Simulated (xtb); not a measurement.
Mg(F)(GeH3) (FGeH₃Mg), SMILES [F][Mg][GeH3]. All values are semi-empirical tight-binding results from xtb (GFN2-xTB unless named), good for trends rather than for accurate numbers. Geometry optimised at GFN2-xTB.

The geometry has at least one imaginary mode, so it is a saddle point at that level.

For metal compounds this method's bond lengths and energies can be far off.

Computed properties:
```
Property       Value
-----------  -------
orbital gap  3.73 eV
```
